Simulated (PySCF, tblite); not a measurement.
Isomers of C4H10O3Si2. Calculated harmonic vibrations of the isolated species, GFN2-xTB (tblite), most abundant isotopes, no scaling. The method is semi-empirical: single wavenumbers can be off by several per cent or more. Modes of hydrogen on silicon can be 10 to 20 % off. One conformer each.

Electronic energies: PBE0/pcSseg-1 single points on the GFN2-xTB geometries (PySCF, gas phase).

```csv
SMILES,"electronic energy, lowest = 0 (kcal/mol)"
C#C[SiH2]O[SiH](OC)OC,0.0
C=C[Si@@](O)(C=O)[SiH2]OC,39.7
CO[C@H](O[SiH3])[SiH2]C=C=O,65.2
C=CO[SiH2]CC(=O)O[SiH3],19.0
CCO[C@@H]1[SiH2]O[SiH2]C1=O,28.9
```

Problem. How do GFN2-xTB zero-point energies change the relative energies?

Solution. 
| SMILES | ZPE (kcal/mol) | of it from modes above 1550 cm⁻¹ | electronic (kcal/mol) | with ZPE, lowest = 0 (kcal/mol) | lowest mode (cm⁻¹) | rings |
| --- | --- | --- | --- | --- | --- | --- |
| C#C[SiH2]O[SiH](OC)OC | 82.3 | 43.1 | 0.0 | 0.0 | 3i | 0 |
| C=CO[SiH2]CC(=O)O[SiH3] | 80.1 | 43.3 | 19.0 | 16.8 | 26 | 0 |
| CCO[C@@H]1[SiH2]O[SiH2]C1=O | 83.3 | 41.3 | 28.9 | 29.9 | 49 | 1 |
| C=C[Si@@](O)(C=O)[SiH2]OC | 82.1 | 45.9 | 39.7 | 39.5 | 22 | 0 |
| CO[C@H](O[SiH3])[SiH2]C=C=O | 78.9 | 40.5 | 65.2 | 61.9 | 17 | 0 |

The zero-point energies span 4.4 kcal/mol, from `CO[C@H](O[SiH3])[SiH2]C=C=O` to `CCO[C@@H]1[SiH2]O[SiH2]C1=O`. Slightly imaginary modes are left out of the zero-point energy: `C#C[SiH2]O[SiH](OC)OC` 2.8i cm⁻¹. The order is unchanged.

Problem. And how do the electronic energies of GFN2-xTB itself compare?

Solution. `C#C[SiH2]O[SiH](OC)OC` 0.0; `C=CO[SiH2]CC(=O)O[SiH3]` 15.2; `CCO[C@@H]1[SiH2]O[SiH2]C1=O` 34.0; `C=C[Si@@](O)(C=O)[SiH2]OC` 77.1; `CO[C@H](O[SiH3])[SiH2]C=C=O` 67.0 kcal/mol, lowest = 0. Against the energies above, taken from the same isomer `C#C[SiH2]O[SiH](OC)OC`, the largest difference is 37.4 kcal/mol.
